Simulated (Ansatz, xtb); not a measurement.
# Isomers of CH3F3SSi in order of energy

3 gas-phase structures of CH3F3SSi, from a drawn sample of its isomers (lower ones may exist). Each was relaxed with GFN2-xTB; where two conformers were screened, the lower at r2SCAN-D4/def2-SVP is listed:

A. `FCS[SiH](F)F`, a singlet
B. `CS[Si](F)(F)F`, a singlet
C. `F[Si](F)(F)CS`, a singlet

Which do you expect lowest at r2SCAN-D4/def2-SVP, and how would the others follow?

Calculated order at r2SCAN-D4/def2-SVP: B (0.000), C (0.547), A (2.235) eV.

Energies above the lowest of each column, in eV; the last columns are at PBE0-D4/def2-SVP geometries:

| structure | GFN2-xTB | HF/STO-3G | r2SCAN-D4/def2-SVP | PBE0-D4/def2-SVP | CCSD(T)/def2-SVP + ΔMP2/def2-TZVPP |
| --- | --- | --- | --- | --- | --- |
| B | 0.000 | 0.000 | 0.000 | 0.000 | 0.000 |
| C | 0.675 | 0.554 | 0.547 | 0.522 | 0.532 |
| A | 1.456 | 1.036 | 2.235 | 2.163 | 2.492 |

Every level run on B puts it lowest or level with the lowest. Flexible structures stand in one conformer each, not always the lowest. The ΔMP2 step shifts differences by up to 0.230 eV, which makes them less sure. ΔMP2 is the change of the MP2 energy from the smaller to the larger basis.

Programs: Ansatz 0.2.0, xtb 6.7.1.
